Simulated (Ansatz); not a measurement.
Input file for Ansatz (a first-principles code): U-CCSD(T)/def2-TZVPP on H3ISi (SMILES [SiH3]I), a point of a bond scan (R = 2.213 Å). Elements past Kr take the def2 small-core potentials; no spin–orbit coupling. The run froze 14 orbitals, filled d shells among them.

Ansatz 0.2 input:
```yaml
crystal:
  periodic: [false, false, false]
  atoms:
    - {symbol: Si, position_ang: [-1.84126013, 0.04895944, 0.01805362]}
    - {symbol: I, position_ang: [0.37108784, -0.00986730, -0.00363853]}
    - {symbol: H, position_ang: [-2.27291161, 1.42565033, -0.29297882]}
    - {symbol: H, position_ang: [-2.30384190, -0.34792819, 1.36224122]}
    - {symbol: H, position_ang: [-2.34153163, -0.89376368, -1.00142836]}
basis:
  gaussian:
    orbitals: def2-TZVPP
correlation: {method: ccsd_t, electrons: outside_noble_gas}
scf: {omitted_lower_state_checks: [cluster_reference]}
magnetization: {spin_polarized: true, initial_magnetization: 0}
```

### Question
What total energy does the run end on?

### Answer
-587.6836 hartree (reference determinant -587.3670, T1 diagnostic 0.010).

### Question
How many basis functions does it have, and what does it roughly cost on one machine?

### Answer
134 functions; roughly 20 core-seconds.
